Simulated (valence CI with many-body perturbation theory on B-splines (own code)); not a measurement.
**Level structure of Cs VI**

Computed by relativistic CI+MBPT: four valence electrons over a frozen Dirac-Fock core [Kr] 4d10, radial functions for each j: 11 s, 11 p, 10 d, 8 f, 5 g, 2 h, with the one-electron correlation potential Σ1 (screened to all orders), the two-electron term Σ2, the three-electron term Σ3, Breit, model QED; selected single and double excitations, second order for the rest, scaled by the run's own slope (own B-spline code, finite nucleus).

Set against measurement, 29 paired levels are off by 360 cm⁻¹ on average, the worst by 760. These come from a selection out of Sansonetti, J. Phys. Chem. Ref. Data 38, 761 (2009). Levels without a partner in it may be off by more, other configurations by several thousand cm⁻¹. Among the levels kept, up to 480 cm⁻¹ of a level comes from second order outside the variational space, and about a tenth of that is noise between levels of different J, which matters for small intervals.

Levels 136 to 173 of 173, with energies above the lowest level, 5s2 5p2 3P_0. "Leading %" is the weight of the configuration and term that name the level; weights of strongly mixed levels are sums over their largest components and can fall short. Lifetimes count E1, E2, E3, M1 and M2 decay at the calculated energies, and are blank where another channel may lead or the interval is too uncertain; long ones can be off by a factor of two.

```csv
No.,Configuration,Term,J,E (cm⁻¹),Leading %,Second component,Lifetime
136,5s 5p2 5d,3P,0,334610,76,10 % 5s2 5d2 3P,78.2 ps
137,5s 5p2 5d,3D,3,334780,48,31 % 5s 5p2 5d 3F,50.1 ps
138,5s 5p2 5d,1P,1,335570,45,35 % 5s 5p2 5d 3D,69.6 ps
139,5s 5p2 5d,3D,2,336060,77,,48.1 ps
140,5s 5p2 5d,3P,1,336990,58,10 % 5s 5p2 5d 3S,71.8 ps
141,5s 5p2 5d,3F,2,339310,42,26 % 5s2 5p 5f 3F,58.8 ps
142,5s 5p2 5d,3F,3,340260,26,18 % 5s2 5p 5f 3F,60.3 ps
143,5s 5p2 5d,3F,4,340680,66,16 % 5s 5p2 5d 1G,41.4 ps
144,5s 5p2 5d,3P,2,340700,54,9 % 5s 5p2 5d 3D,64.4 ps
145,4f 5s 5p2,3G°,5,343440,86,5 % 4f 5s 5p2 1H°,95.1 ps
146,5s 5p2 5d,3D,3,344070,56,10 % 5s 5p2 5d 3F,100 ps
147,4f 5s 5p2,3G°,4,344280,44,41 % 4f 5s 5p2 3F°,134 ps
148,4f 5s 5p2,3F°,2,345080,41,26 % 4f 5s 5p2 1D°,101 ps
149,5s 5p2 5d,3S,1,345560,34,26 % 5s 5p2 5d 3D,59.9 ps
150,4f 5s 5p2,3F°,3,345620,54,27 % 4f 5s 5p2 3D°,136 ps
151,5s 5p2 6s,5P,1,345680,77,5 % 5s 5p2 6s 3S,106 ps
152,5s 5p2 5d,3D,2,346510,67,8 % 5s 5p2 5d 3P,77.7 ps
153,4f 5s 5p2,3D°,1,346580,74,8 % 4f 5s 5p2 1P°,89.2 ps
154,5s2 5p 5f,3F,4,347090,39,17 % 5s2 5p 5f 1G,166 ps
155,4f 5s 5p2,3D°,2,347090,42,28 % 4f 5s 5p2 1D°,88.5 ps
156,4f 5s 5p2,3F°,3,348250,38,20 % 4f 5s 5p2 1F°,96.5 ps
157,4f 5s 5p2,1G°,4,349010,46,27 % 4f 5s 5p2 3F°,107 ps
158,5s2 5p 5f,3G,3,349660,46,25 % 5s2 5p 5f 1F,66.9 ps
159,5s 5p2 5d,3S,1,350160,39,31 % 5s 5p2 5d 1P,60.2 ps
160,4f 5s 5p2,3F°,2,350310,72,9 % 5s2 5p 6d 3F°,113 ps
161,4f 5s 5p2,3F°,4,350830,66,22 % 4f 5s 5p2 1G°,82.8 ps
162,4f 5s 5p2,1F°,3,352050,36,23 % 4f 5s 5p2 3F°,157 ps
163,5s 5p2 5d,1D,2,353420,21,15 % 5s2 5d2 1D,48.4 ps
164,5s2 5p 5f,3D,3,354670,24,21 % 5s 5p2 5d 3F,53.9 ps
165,5s 5p2 6s,5P,2,354800,88,,133 ps
166,5s2 5p 6d,3F°,2,355050,57,17 % 5s2 5p 6d 1D°,248 ps
167,5s 5p2 6s,3P,0,355180,86,5 % 5s 5p2 6s 1S,46.3 ps
168,5s2 5p 5f,3F,2,355710,16,14 % 5s 5p2 5d 1D,44.0 ps
169,5s 5p2 5d,3F,4,355870,45,25 % 5s2 5p 5f 3G,87.4 ps
170,5s2 5p 6d,3D°,1,356260,50,19 % 5s2 5p 6d 1P°,209 ps
171,5s2 5p 6d,3P°,2,356390,37,32 % 5s2 5p 6d 3D°,242 ps
172,5s2 5p 6d,3F°,3,356730,24,20 % 5s2 5p 6d 1F°,197 ps
173,5s 5p2 5d,3D,3,357930,46,12 % 5s 5p2 5d 3F,61.5 ps
```

Names give the largest LS component (configuration and term), which can be under half, so a name can repeat, a term be missing and a line seem to break the LS rules; names also repeat where a configuration has a term twice.

Where two levels of one J and parity lie close, their mixing, g and order are uncertain.
